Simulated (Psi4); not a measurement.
C$_{3}$H$_{10}$BrNSi (SMILES CC[Si](C)(N)Br), singlet, geometry from GFN2-xTB; PBE0/def2-SVP run with Psi4 1.11.

Here is a job for Psi4.
```
memory 2 GB

molecule mol {
0 1
  C     0.268981    2.416208   -1.187987
  C    -0.004505    1.023408   -1.744991
  Si    0.464710   -0.373219   -0.549905
  C     0.125655   -2.122447   -1.177294
  N     2.130264   -0.249640   -0.150329
  Br   -0.843848   -0.093330    1.276927
  H    -0.263659    2.571157   -0.251488
  H     1.332374    2.556723   -1.004822
  H    -0.055990    3.181276   -1.890772
  H    -1.064799    0.946033   -1.993591
  H     0.543861    0.895613   -2.678613
  H     0.727588   -2.345294   -2.051267
  H     0.357782   -2.859697   -0.414803
  H    -0.918022   -2.249368   -1.448046
  H     2.591857   -0.997936    0.339576
  H     2.525119    0.637566    0.113978
}

set basis def2-svp
set reference rks

energy('pbe0')
print_variables()
```

Problem. Write the output that Psi4 gives for this input, abridged.

Solution. 
```
   => Loading Basis Set <=

    Name: DEF2-SVP
    Role: ORBITAL
    Keyword: BASIS

         ---------------------------------------------------------
                                   SCF
               by Justin Turney, Rob Parrish, Andy Simmonett
                          and Daniel G. A. Smith
                              RKS Reference
         ---------------------------------------------------------

  ==> Geometry <==

    Molecular point group: c1
    Full point group: C1

    Geometry (in Angstrom), charge = 0, multiplicity = 1:

       Center              X                  Y                   Z               Mass
    ------------   -----------------  -----------------  -----------------  -----------------
         C            0.348398110169     2.435026898921    -1.323286560331    12.000000000000
         C            0.074912110169     1.042226898921    -1.880290560331    12.000000000000
         SI           0.544127110169    -0.354400101079    -0.685204560331    27.976926534650
         C            0.205072110169    -2.103628101079    -1.312593560331    12.000000000000
         N            2.209681110169    -0.230821101079    -0.285628560331    14.003074004430
         BR          -0.764430889831    -0.074511101079     1.141627439669    78.918337600000
         H           -0.184241889831     2.589975898921    -0.386787560331     1.007825032230
         H            1.411791110169     2.575541898921    -1.140121560331     1.007825032230
         H            0.023427110169     3.200094898921    -2.026071560331     1.007825032230
         H           -0.985381889831     0.964851898921    -2.128890560331     1.007825032230
         H            0.623278110169     0.914431898921    -2.813912560331     1.007825032230
         H            0.807005110169    -2.326475101079    -2.186566560331     1.007825032230
         H            0.437199110169    -2.840878101079    -0.550102560331     1.007825032230
         H           -0.838604889831    -2.230549101079    -1.583345560331     1.007825032230
         H            2.671274110169    -0.979117101079     0.204276439669     1.007825032230
         H            2.604536110169     0.656384898921    -0.021321560331     1.007825032230

  Running in c1 symmetry.

  Rotational constants: A =      0.06530  B =      0.04509  C =      0.03477 [cm^-1]
  Rotational constants: A =   1957.70220  B =   1351.62936  C =   1042.45684 [MHz]
  Nuclear repulsion =  532.423221710659732

  Charge       = 0
[...]
   @DF-RKS iter   4: -3037.68525329164822   -1.31130e-02   2.62211e-04 DIIS/ADIIS
   @DF-RKS iter   5: -3037.68586158097969   -6.08289e-04   8.03323e-05 DIIS
   @DF-RKS iter   6: -3037.68593889748081   -7.73165e-05   1.47927e-05 DIIS
   @DF-RKS iter   7: -3037.68594118235296   -2.28487e-06   3.99979e-06 DIIS
   @DF-RKS iter   8: -3037.68594138388789   -2.01535e-07   1.25559e-06 DIIS
   @DF-RKS iter   9: -3037.68594140497999   -2.10921e-08   1.09445e-07 DIIS
  Energy and wave function converged.

  ==> Post-Iterations <==

   Electrons on quadrature grid:
      Ntotal   =   83.9999903227 ; deviation = -9.677e-06

    Orbital Energies [Eh]
    ---------------------

    Doubly Occupied:

[...]
    Virtual:

[...]
    Final Occupation by Irrep:
              A
    DOCC [    42 ]
    NA   [    42 ]
    NB   [    42 ]

  @DF-RKS Final Energy: -3037.68594140497999

   => Energetics <=

    Nuclear Repulsion Energy =            532.4232217106597318
    One-Electron Energy =               -5279.8704586646217649
    Two-Electron Energy =                1814.4871169712205301
    DFT Exchange-Correlation Energy =    -104.7258214222388091
    Empirical Dispersion Energy =           0.0000000000000000
    VV10 Nonlocal Energy =                  0.0000000000000000
    Total Energy =                      -3037.6859414049799852

Computation Completed

Properties will be evaluated at   0.000000,   0.000000,   0.000000 [a0]

Properties computed using the SCF density matrix

 Multipole Moments:

 ------------------------------------------------------------------------------------
     Multipole            Electronic (a.u.)      Nuclear  (a.u.)        Total (a.u.)
 ------------------------------------------------------------------------------------

 L = 1.  Multiply by 2.5417464519 to convert [e a0] to [Debye]
 Dipole X            :        -11.8943178           12.6064428            0.7121250
 Dipole Y            :         -3.0568043            2.9872384           -0.0695658
 Dipole Z            :         20.9590473          -21.4770607           -0.5180134
 Magnitude           :                                                    0.8833455

 ------------------------------------------------------------------------------------

  Variable Map:
  ----------------------------------------------------------------------------
[...]
  Array Variable Map:
  ----------------------------------------------------------------------------
[...]
[...]
```
